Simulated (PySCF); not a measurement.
# Ca: excitation energy

Ca [Ar] 4s2 (1S) → Ca [Ar] 4s1 5s1 (3S), as a difference of total energies. Calculation: PySCF 2.14, in x2c-TZVPPall with one added diffuse shell each of s, p, d type (7s6p4d, 45 functions); the spin-free X2C one-electron Hamiltonian (Gaussian nucleus). Correlated levels: valence: [Ar] frozen. The calculations carry no spin-orbit coupling.

```tsv
method	excitation energy (cm⁻¹)	error (cm⁻¹)
UHF	25044	-6496
MP2 (valence)	28655	-2885
SCS-MP2 (valence)	29769	-1770
CCSD (valence)	30200	-1339
```

Reference: 31540 cm⁻¹ (measured; NIST levels).

Errors of the correlated levels include the incompleteness of this basis and the frozen core.

With two correlated electrons CCSD is exact in that space.
